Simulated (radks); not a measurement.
Values are calculated unless marked as measured or tabulated.
Task: Ionisation of the thulium ion Tm+, [Xe] 4f13 6s1, to Tm2+, [Xe] 4f13, under several functionals. Scalar-relativistic Kohn-Sham, spin-polarised, spherical densities, point nucleus; open shells are filled with parallel spins first (spin-orbit coupling, left out, can overturn this in heavy ions); a radial shooting solver on a logarithmic mesh with Libxc functionals. Known Delta-SCF values: exchange-only LDA 11.811 eV. What does PBEsol give, and what is its highest occupied eigenvalue?

Result: 12.238 eV by Delta-SCF; the 4f eigenvalue is -9.349 eV. NIST: 12.07 eV (semi-empirical).
